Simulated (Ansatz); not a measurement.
Stepwise reaction of `[CH3][Sn]([CH3])([Cl])[Cl]` with hydrogen chloride, as a gas-phase model of exchange steps in deposition or etching. ΔE in kJ/mol.

Gas-phase electronic energies from Ansatz, PBE0-D4/def2-TZVP geometries. CCSD(T)/CBS adds triple-zeta CCSD(T) − MP2 to the extrapolated MP2 energy (def2 sets, frozen cores). This one scheme is used for every species. DFT in def2-TZVPP. B3LYP here is the variant with VWN-RPA as its local correlation; programs differ in this. def2 core potentials past Kr. For Sn outer-core shells are correlated without core-valence functions, which leaves a few kJ/mol of doubt a bond.

| step | reaction | PBE-D4 | B3LYP-D4 | ωB97M-V | CCSD(T)/CBS |
| --- | --- | --- | --- | --- | --- |
| 1 | `[CH3][Sn]([CH3])([Cl])[Cl]` + HCl → `[CH3][Sn]([Cl])([Cl])[Cl]` + CH₄ | -99.7 | -104.5 | -99.4 | -96.0 |
| 2 | `[CH3][Sn]([Cl])([Cl])[Cl]` + HCl → `[Cl][Sn]([Cl])([Cl])[Cl]` + CH₄ | -76.6 | -81.0 | -77.2 | -73.8 |

Task: By hand: ΔE of the 2 steps together at CCSD(T)/CBS.

Result: (-96.0) + (-73.8) = -169.8 kJ/mol, or -84.9 kJ/mol a step.

In ΔE each step is higher than the one before. All are downhill at CCSD(T)/CBS. PBE-D4 differs from CCSD(T)/CBS by -3.7 to -2.8 kJ/mol a step. Isolated molecules leave out the surface, adducts and barriers. Largest T1 diagnostic: 0.011.
